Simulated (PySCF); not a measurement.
**Electrostatic potential from atomic charges**

Species: `O=S1(=O)C=CC(=C1)C1CCC1`. Coordinates (PBE0-D3(BJ)/def2-SVP, Å) and charges (e) from the PBE0/pcSseg-1 density (PySCF):

```json
{"atom": "O1", "x": "4.032", "y": "-0.814", "z": "-0.209", "Mulliken": "-0.5186", "IAO": "-0.8527", "Hirshfeld": "-0.3194", "ESP-fitted": "-0.5329"}
{"atom": "S2", "x": "3.033", "y": "-0.172", "z": "0.637", "Mulliken": "+1.0728", "IAO": "+1.9796", "Hirshfeld": "+0.5018", "ESP-fitted": "+1.1514"}
{"atom": "O3", "x": "3.269", "y": "-0.046", "z": "2.070", "Mulliken": "-0.5192", "IAO": "-0.8541", "Hirshfeld": "-0.3204", "ESP-fitted": "-0.5299"}
{"atom": "C4", "x": "2.576", "y": "1.413", "z": "-0.048", "Mulliken": "-0.2209", "IAO": "-0.3717", "Hirshfeld": "-0.0603", "ESP-fitted": "-0.3739"}
{"atom": "C5", "x": "1.304", "y": "1.375", "z": "-0.450", "Mulliken": "+0.0100", "IAO": "-0.1349", "Hirshfeld": "-0.0316", "ESP-fitted": "-0.0792"}
{"atom": "C6", "x": "0.621", "y": "0.071", "z": "-0.231", "Mulliken": "-0.1123", "IAO": "+0.0286", "Hirshfeld": "+0.0167", "ESP-fitted": "-0.0984"}
{"atom": "C7", "x": "-0.805", "y": "-0.093", "z": "-0.610", "Mulliken": "-0.2517", "IAO": "-0.1170", "Hirshfeld": "-0.0214", "ESP-fitted": "+0.2435"}
{"atom": "C8", "x": "-1.589", "y": "-1.358", "z": "-0.224", "Mulliken": "-0.1496", "IAO": "-0.2577", "Hirshfeld": "-0.0663", "ESP-fitted": "-0.2698"}
{"atom": "C9", "x": "-2.819", "y": "-0.464", "z": "0.025", "Mulliken": "-0.2292", "IAO": "-0.2537", "Hirshfeld": "-0.0646", "ESP-fitted": "-0.0523"}
{"atom": "C10", "x": "-1.871", "y": "0.743", "z": "0.146", "Mulliken": "-0.1587", "IAO": "-0.2574", "Hirshfeld": "-0.0658", "ESP-fitted": "-0.2436"}
{"atom": "C11", "x": "1.417", "y": "-0.850", "z": "0.334", "Mulliken": "-0.2312", "IAO": "-0.4090", "Hirshfeld": "-0.0779", "ESP-fitted": "-0.3587"}
{"atom": "H12", "x": "3.302", "y": "2.224", "z": "-0.084", "Mulliken": "+0.1494", "IAO": "+0.1884", "Hirshfeld": "+0.0770", "ESP-fitted": "+0.2322"}
{"atom": "H13", "x": "0.778", "y": "2.217", "z": "-0.905", "Mulliken": "+0.1041", "IAO": "+0.1671", "Hirshfeld": "+0.0668", "ESP-fitted": "+0.1569"}
{"atom": "H14", "x": "-0.901", "y": "0.098", "z": "-1.694", "Mulliken": "+0.1470", "IAO": "+0.1457", "Hirshfeld": "+0.0476", "ESP-fitted": "+0.0542"}
{"atom": "H15", "x": "-1.665", "y": "-2.164", "z": "-0.968", "Mulliken": "+0.1372", "IAO": "+0.1370", "Hirshfeld": "+0.0415", "ESP-fitted": "+0.0776"}
{"atom": "H16", "x": "-1.209", "y": "-1.783", "z": "0.719", "Mulliken": "+0.1273", "IAO": "+0.1335", "Hirshfeld": "+0.0413", "ESP-fitted": "+0.1175"}
{"atom": "H17", "x": "-3.450", "y": "-0.390", "z": "-0.873", "Mulliken": "+0.1241", "IAO": "+0.1359", "Hirshfeld": "+0.0419", "ESP-fitted": "+0.0605"}
{"atom": "H18", "x": "-3.462", "y": "-0.699", "z": "0.885", "Mulliken": "+0.1302", "IAO": "+0.1372", "Hirshfeld": "+0.0422", "ESP-fitted": "+0.0544"}
{"atom": "H19", "x": "-1.561", "y": "0.912", "z": "1.189", "Mulliken": "+0.1288", "IAO": "+0.1397", "Hirshfeld": "+0.0408", "ESP-fitted": "+0.1133"}
{"atom": "H20", "x": "-2.183", "y": "1.703", "z": "-0.291", "Mulliken": "+0.1314", "IAO": "+0.1331", "Hirshfeld": "+0.0393", "ESP-fitted": "+0.0695"}
{"atom": "H21", "x": "1.200", "y": "-1.880", "z": "0.613", "Mulliken": "+0.1290", "IAO": "+0.1824", "Hirshfeld": "+0.0706", "ESP-fitted": "+0.2075"}
```

Points outside the species (Å): A (6.1, -0.2, 3.2); B (-2.5, 1.3, 3.9); C (-8.1, -0.7, 2.8); D (-10.3, 1.3, -1.6); E (-2.8, 5.3, 2.1).

Q: Find the potential V = 14.3996 V·Å × Σ q/r of each set of charges at these points.

A: In volts:

```csv
point,nearest atom,distance (Å),Mulliken,IAO,Hirshfeld,ESP-fitted
A,O3,3.05,-0.757,-0.885,-0.603,-0.742
B,H19,2.90,+0.219,+0.178,+0.148,+0.179
C,H18,5.02,+0.185,+0.149,+0.112,+0.133
D,H17,7.09,+0.142,+0.127,+0.093,+0.114
E,H20,4.36,+0.223,+0.219,+0.155,+0.185
```

Q: How far are the other sets from the ESP-fitted one at these points?

A: Root-mean-square difference: Mulliken 0.037 V, Hirshfeld 0.066 V, IAO 0.067 V. The ESP scheme fits charges at the nuclei, held to the total charge, to the electrostatic potential on points at 1.4 to 2.0 times the van der Waals radii.

Q: What energy would a point charge of +3 e have at A in the field of the ESP charges, leaving out polarisation?

A: -2.225 eV = -214.7 kJ/mol, an attraction.

Geometry: PBE0-D3(BJ)/def2-SVP, one conformer, isolated molecule.

Conformer computed: `[O:1]=[S:2]1(=[O:3])[CH:4]=[CH:5][C:6]([CH:7]2[CH2:8][CH2:9][CH2:10]2)=[CH:11]1`: C5–C6–C7–C8 -172°.
